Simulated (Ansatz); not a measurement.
Coupled-cluster diagnostics for [Te3]2- (Te₃²⁻), Ansatz.

Geometry of the singlet (B3LYP-D4/def2-SVPD):

Cartesian coordinates in Å:
```
Te 1.816 0.891 1.358
Te -0.641 0.791 -0.045
Te -1.175 -1.682 -1.313
```

In the def2 sets Te takes a core potential; there is no spin–orbit coupling. Correlated methods freeze 12 core orbitals; core or outer-core shells of Te are correlated, in sets that lack core-valence functions. A multiply charged anion in the gas phase is held together partly by the finite basis. Removing one electron lowers the energy by 1.56 eV at PBE0-D4/def2-TZVPD, so it isn't bound.

Q: Estimate the CCSD(T) correlation energy, the shares of MP2 and (T), T1 and the reference's ⟨S²⟩ for: charge -2, singlet, own geometry in def2-TZVPPD; and the rough time on 4 threads of Arm Neoverse V1 on a shared host.

A: 
```csv
state,basis,correlation (eV),MP2 share (%),(T) share (%),T1,⟨S²⟩ (pure),wall time,remarks
"charge -2, singlet, own geometry",def2-TZVPPD,-36.876,102.9,2.9,0.014,0.00 (0.00),23 s,HOMO above zero
```
Customary marks for T1 are 0.02 (closed shells), 0.045 (open shells) and about 0.05 (3d metals). T1 stays under 0.02 throughout.
